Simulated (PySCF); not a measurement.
Species: CH₇NP₂Si.
SMILES: `C=N[SiH](P)P`

Torsions of this conformer, `[CH2:1]=[N:2][SiH:3]([PH2:4])[PH2:5]`: C1–N2–Si3–P4 -7°, H–P4–Si3–N2 -84°, H–P4–Si3–N2 -178°, H–P5–Si3–N2 37°, H–P5–Si3–N2 -57°.

The closed-shell ground state was solved at several levels (PySCF, density fitting, gas phase, non-relativistic). Geometry: PBE0-D3(BJ)/def2-SVP, one conformer, isolated molecule.

```json
{"level": "PBE0/IGLO-III", "basis functions": "272", "HOMO (eV)": "-7.04", "LUMO (eV)": "-1.18", "gap (eV)": "5.86", "dipole (D)": "1.25"}
{"level": "PBE0/aug-cc-pVDZ", "basis functions": "190", "HOMO (eV)": "-7.04", "LUMO (eV)": "-1.22", "gap (eV)": "5.82", "dipole (D)": "1.28"}
{"level": "PBE0/cc-pVDZ", "basis functions": "117", "HOMO (eV)": "-6.89", "LUMO (eV)": "-0.92", "gap (eV)": "5.97", "dipole (D)": "1.24"}
{"level": "PBE0/cc-pVTZ", "basis functions": "260", "HOMO (eV)": "-7.02", "LUMO (eV)": "-1.11", "gap (eV)": "5.91", "dipole (D)": "1.28"}
```

(1) Estimate the row for PBE0/pcSseg-0, a basis of 71 functions; the other rows only guide the guess.

(2) Over all these levels, which gives the widest orbital gap and which the narrowest?

(3) How much does the basis alone move the frontier levels among the 5 PBE0 rows (the withheld one included)?

(4) How far do the dipole and the HOMO energy spread over the levels?

## Answers

(1) HOMO -6.99 eV, LUMO -1.15 eV, gap 5.84 eV, dipole 1.70 D.

(2) PBE0/cc-pVDZ has the widest, 5.97 eV, and PBE0/aug-cc-pVDZ the narrowest, 5.82 eV. From the narrowest to the widest the HOMO moves by +0.15 eV and the LUMO by +0.30 eV.

(3) The HOMO by 0.15 eV and the LUMO by 0.30 eV. By rising basis size (HOMO, LUMO in eV): pcSseg-0 -6.99, -1.15; cc-pVDZ -6.89, -0.92; aug-cc-pVDZ -7.04, -1.22; cc-pVTZ -7.02, -1.11; IGLO-III -7.04, -1.18.

(4) The dipole runs from 1.24 to 1.70 D (mean 1.35 D) and the HOMO from -7.04 to -6.89 eV.
